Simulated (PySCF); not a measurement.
Gas-phase reaction: 2 GeF₃ + 4 ClF ⇌ 2 GeCl₂ + 5 F₂

Computed with PySCF (xtb for GFN2) and rigid-rotor harmonic-oscillator thermochemistry at 1 bar. † marks an energy on the PBE0/def2-TZVP geometry and frequencies; other levels use their own. 6-31G* has spherical d functions here. Open shells (unrestricted): GeF₃ (multiplicity 2); the rest are closed-shell singlets. GFN2 has no spin-polarisation term. B3LYP is the form with VWN-RPA correlation. Ge: all electrons, no relativistic terms. GeF₃: computed as isolated molecules; such fragments, hydroxides, amides, oligomers or adducts are transient or little studied in the gas. The harmonic model lacks anharmonicity and excited electronic states, which grow with temperature; levels with a mode under 35 cm⁻¹ are left out.

```csv
level,"ΔE electronic, kJ","ΔH°(298 K), kJ","ΔS°(298 K), J/K","ΔG°(2000 K), kJ"
B3LYP/6-31G*,1229,1225,131,984
GFN2-xTB,1043,1041,81,908
PBE/def2-SVP,1187,1183,127,950
r2SCAN/def2-TZVP†,1384,1380,130,1139
LDA/def2-TZVP†,1384,1380,130,1140
```
ΔH° is lowest at GFN2-xTB and highest at LDA/def2-TZVP†. No reference value is set beside these.
